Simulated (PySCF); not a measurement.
## Orbital picture of GaAs

PBE0 at R = 2.570 Å; PySCF, scalar-relativistic core potentials, basis sets Ga cc-pVTZ-PP with ECP10, As cc-pVTZ-PP with ECP10. State: ³Σ⁻ (triplet), unpaired electrons π ↑↑. Only the outer orbitals are listed, counted within each symmetry, core potentials removing the inner ones.

| spin | orbital | occ. | ε (eV) | on Ga (%) | main shells (%) |
| --- | --- | --- | --- | --- | --- |
| α | 7σ | 1 | -16.51 | 7 | 92 As s |
| α | 8σ | 1 | -10.20 | 77 | 77 Ga s, 16 As p |
| α | 5π | 1 | -6.69 | 8 | 91 As p |
| α | 5π | 1 | -6.69 | 8 | 91 As p |
| α | 9σ | 1 | -5.72 | 43 | 57 As p, 26 Ga p, 16 Ga s |
| α | 6π | 0 | -1.63 | 92 | 92 Ga p |
| α | 6π | 0 | -1.63 | 92 | 92 Ga p |
| α | 10σ | 0 | 0.37 | 101 | 108 Ga p, 20 As p |
| β | 7σ | 1 | -14.58 | 11 | 88 As s, 8 Ga s |
| β | 8σ | 1 | -9.86 | 78 | 78 Ga s, 13 As p, 9 As s |
| β | 9σ | 1 | -5.31 | 44 | 55 As p, 32 Ga p, 12 Ga s |
| β | 5π | 0 | -3.13 | 34 | 65 As p, 33 Ga p |
| β | 5π | 0 | -3.13 | 34 | 65 As p, 33 Ga p |
| β | 6π | 0 | -1.02 | 68 | 67 Ga p, 31 As p |

Problem. Which are the highest filled and the lowest empty level, where do they sit, and how wide is the gap?

Solution. Highest filled β 9σ at -5.31 eV (in %: 55 As p, 32 Ga p, 12 Ga s); lowest empty β 5π at -3.13 eV (in %: 65 As p, 33 Ga p); the gap at PBE0 is 2.18 eV.

```json
{"bond order (Mayer)": "1.09", "⟨S²⟩": "2.007", "charge on Ga (Mulliken, basis-dependent)": "0.24", "charge on Ga (Löwdin, basis-dependent)": "0.03", "dipole moment (positive dipole means Ga(−)As(+))": "-1.42 D", "polarisability along the bond": "115.5 bohr³", "polarisability across the bond": "59.5 bohr³"}
```

Shares are Mulliken populations and can fall outside 0 to 100 %.

Spin–orbit coupling is left out. The state is the lowest determinant that a PBE0 search found; another state may lie lower at other levels.
